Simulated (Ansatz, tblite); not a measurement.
Spin states of the cluster TiO₂⁻, each relaxed with PBE-D4/def2-TZVPD in Ansatz. Electronic energies in the gas phase.

The xTB rows come from tblite. Correlated methods freeze 7 core orbitals; core or outer-core shells of Ti are correlated, in sets that lack core-valence functions. The structure holds one bond between oxygen atoms, so isomers without such links may lie far lower. The structure comes from a short search, and lower isomers may exist.

Doublet geometry (C2v within 0.1 Å):

```xyz
3

Ti    0.218    1.047   -0.395
O    -0.118   -0.779   -0.486
O    -0.099   -0.268    0.881
```

Quartet geometry (C2v within 0.1 Å):

```xyz
3

Ti    0.791   -0.594   -0.592
O    -0.647   -0.329    0.588
O    -0.144    0.923    0.004
```

Run but left out: HF/def2-TZVPD, HF/def2-TZVPPD, r2SCAN-D4/def2-TZVPD, PBE0-D4/def2-TZVPD, CAM-B3LYP-D4/def2-TZVPD, LC-ωPBE/def2-TZVPD, MP2/def2-TZVPD, MP2/def2-TZVPPD, CCSD/def2-TZVPPD, CCSD(T)/def2-TZVPPD (doublet: ⟨S²⟩ 1.15 to 1.62, where a pure state has 0.75).

Only these spin states were relaxed. Higher spins weren't run and may lie lower.

```tsv
level	quartet − doublet (kcal/mol)	lowest of these	remarks
GFN1-xTB	22.8	doublet	–
PBE-D4/def2-TZVPD	5.2	doublet	HOMO above zero (doublet), HOMO above zero (quartet), spin-contaminated (⟨S²⟩ 1.02) (doublet)
BLYP-D4/def2-TZVPD	7.4	doublet	HOMO above zero (doublet), HOMO above zero (quartet), spin-contaminated (⟨S²⟩ 0.91) (doublet)
B97M-V/def2-TZVPD	4.2	doublet	HOMO above zero (doublet), HOMO above zero (quartet), spin-contaminated (⟨S²⟩ 0.99) (doublet)
RPA@PBE/def2-TZVPD	11.5	doublet	spin-contaminated (⟨S²⟩ 1.02) (doublet)
```

```json
{"state": "doublet", "donor atoms": "2", "mean metal–ligand distance (Å)": "1.860", "range (Å)": "1.86–1.86", "Mulliken spin on the metal (PBE0)": "0.98"}
{"state": "quartet", "donor atoms": "2", "mean metal–ligand distance (Å)": "1.879", "range (Å)": "1.88–1.88", "Mulliken spin on the metal (PBE0)": "3.22"}
```

⟨S²⟩ at PBE0-D4/def2-TZVPD: doublet 1.15 (pure 0.75), quartet 3.76 (pure 3.75).

The xTB methods have no term that favours high spin, so they put low spin too low.
